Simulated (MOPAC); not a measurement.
MOPAC input (PM3):

```
PM3 1SCF UHF MS=0.5 GEO-OK AUX(PRECISION=9) THREADS=1
Cl2Sb

Sb   -0.33499300 1   -0.17820600 1    0.48278300 1
Cl   -0.34556600 1    1.85082400 1   -0.72811400 1
Cl    1.35054500 1   -1.31620700 1   -0.72023700 1
```

From the output:

```
                                                       MOPAC v23.2.5 Linux

          FINAL HEAT OF FORMATION =        -33.18908 KCAL/MOL =    -138.86311 KJ/MOL

          COSMO AREA              =        120.76 SQUARE ANGSTROMS
          COSMO VOLUME            =        112.30 CUBIC ANGSTROMS

          IONIZATION POTENTIAL    =          9.455998 EV
          ALPHA SOMO LUMO (EV)    =         -9.456 -2.059
          BETA  SOMO LUMO (EV)    =        -11.043 -3.460
          NO. OF ALPHA ELECTRONS  =         10
          NO. OF BETA  ELECTRONS  =          9
          MOLECULAR WEIGHT        =        192.6560         POINT GROUP:  C2v

          MOLECULAR DIMENSIONS (Angstroms)

            Atom       Atom       Distance
           Cl     3   Cl     2     3.59262
           Cl     2   Sb     1     1.53513
           Sb     1   Cl     2     0.00000

          SCF CALCULATIONS        =          1

   ATOM   CHEMICAL          X               Y               Z
  NUMBER   SYMBOL      (ANGSTROMS)     (ANGSTROMS)     (ANGSTROMS)

     1      Sb         -0.33499300  *  -0.17820600  *   0.48278300  *
     2      Cl         -0.34556600  *   1.85082400  *  -0.72811400  *
     3      Cl          1.35054500  *  -1.31620700  *  -0.72023700  *

                             CARTESIAN COORDINATES

   1   Sb       -0.334993000    -0.178206000     0.482783000
   2   Cl       -0.345566000     1.850824000    -0.728114000
   3   Cl        1.350545000    -1.316207000    -0.720237000

           Empirical Formula: Sb Cl2  =     3 atoms

      MOLECULAR POINT GROUP   :   C2v

          ALPHA EIGENVALUES
 -56.13413 -54.81041 -35.62147 -12.71879 -12.27284 -12.04442 -11.40024 -11.18465
 -11.06734  -9.45600  -2.05914  -1.78066

           BETA EIGENVALUES
 -55.84295 -54.60043 -33.65261 -12.70882 -12.24064 -11.77627 -11.18508 -11.15430
 -11.04258  -3.45981  -1.98906  -1.72531

              NET ATOMIC CHARGES AND DIPOLE CONTRIBUTIONS

  ATOM NO.   TYPE          CHARGE      No. of ELECS.   s-Pop       p-Pop
    1         Sb           0.534535        4.4655     1.98273     2.48274
    2         Cl          -0.267267        7.2673     1.98537     5.28190
    3         Cl          -0.267267        7.2673     1.98537     5.28190
 DIPOLE           X         Y         Z       TOTAL
 POINT-CHG.    -2.150    -1.144     3.099     3.941
 HYBRID         0.274     0.146    -0.395     0.503
 SUM           -1.876    -0.998     2.704     3.439

          ATOMIC ORBITAL ELECTRON POPULATIONS

     Atom    s        px        py        pz
    1 Sb   1.98273   0.89743   0.70955   0.87576
    2 Cl   1.98537   1.95159   1.51612   1.81419
    3 Cl   1.98537   1.65587   1.80985   1.81617

                    (SZ)    =    0.500000
                    (S**2)  =    0.750102

          ATOMIC ORBITAL SPIN POPULATIONS

    Atom   Total    s     px     py     pz
         Atomic
    1 Sb  0.8708  0.002  0.416  0.123  0.330
    2 Cl  0.0646  0.000  0.031  0.008  0.025
    3 Cl  0.0646  0.000  0.031  0.009  0.025

 **********************
 *                    *
 * JOB ENDED NORMALLY *
 *                    *
 **********************

 == MOPAC DONE ==
```

The geometry given is a B3LYP-D3(BJ)/def2-TZVP minimum.
